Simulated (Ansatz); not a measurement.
Geometry optimisation, RHF/def2-SVP in Ansatz.

The input (input.yaml):

```yaml
crystal:
  periodic: [false, false, false]
  atoms:
    - { symbol: B, position_ang: [0.0, 0.0, 0.0] }
    - { symbol: C, position_ang: [0.0, 0.0, 1.95] }
    - { symbol: H, position_ang: [-0.9996, -0.3092, 2.3205] }
    - { symbol: H, position_ang: [0.7676, -0.7111, 2.3205] }
    - { symbol: H, position_ang: [0.232, 1.0203, 2.3205] }
    - { symbol: H, position_ang: [1.0305, 0.0, -0.595] }
    - { symbol: O, position_ang: [-1.2211, 0.0, -0.705] }
    - { symbol: H, position_ang: [-1.7308, -0.8467, -0.4965] }
    - { symbol: O, position_ang: [-0.219, -1.6079, 0.5392] }
    - { symbol: H, position_ang: [-0.6224, -2.1606, -0.2037] }
    - { symbol: H, position_ang: [-0.1495, -1.0979, 1.5797] }
basis:
  gaussian: { orbitals: def2-SVP }
hamiltonian:
  xc: hf
relax:
  f_tol: 0.15
  max_steps: 25
  restrain:
    - { distance: [0, 8], at: 2.61, k: 30.0 }
    - { distance: [10, 1], at: 2.31, k: 30.0 }
    - { distance: [0, 1], at: 1.6, k: 30.0 }
    - { distance: [10, 8], at: 1.01, k: 30.0 }
```

Run as:

```bash
$ ansatz run input.yaml --threads 1 --pin off --max-ram 2048MiB --backend cpu --events-out ev --progress --plain --runs-dir out
```

Question: Where does it end, and by what steps?

Answer: It converged. The restraints hold the end off the free minimum. After 14 steps the energy has fallen by 5.527 eV (the restraints' own energy left out); H8 moved furthest, 1.13 Å. Parted: B1–O9 (1.71 → 2.61 Å), C2–H11 (1.17 → 2.32 Å).

```tsv
step	energy less start (eV)	largest force component (eV/Å)	accepted
0	0.0000	6.493	yes
1	-1.3303	3.377	yes
2	-1.8781	5.980	yes
3	-2.6760	5.236	yes
4	-3.9596	3.554	yes
5	-4.9053	2.255	yes
6	-5.2601	1.691	yes
7	-5.4069	1.682	yes
8	-5.4895	1.110	yes
9	-5.4916	1.230	yes
10	-5.4979	1.468	yes
11	-5.5253	0.979	yes
12	-5.5323	0.924	no
13	-5.5282	1.107	yes
14	-5.5270	1.196	yes
```

```xyz
11
Properties=species:S:1:pos:R:3
B 0.025 0.138 0.152
C -0.070 0.177 1.745
H -1.017 -0.203 2.145
H 0.759 -0.345 2.227
H 0.004 1.224 2.064
H 1.082 0.213 -0.408
O -1.080 0.203 -0.628
H -1.898 0.217 -0.157
O 0.115 -2.454 0.478
H -0.676 -2.778 0.072
H -0.157 -2.106 1.340
```

The run took 21 s on 1 thread of Arm Neoverse V2 (shared host), peak memory 0.16 GiB.
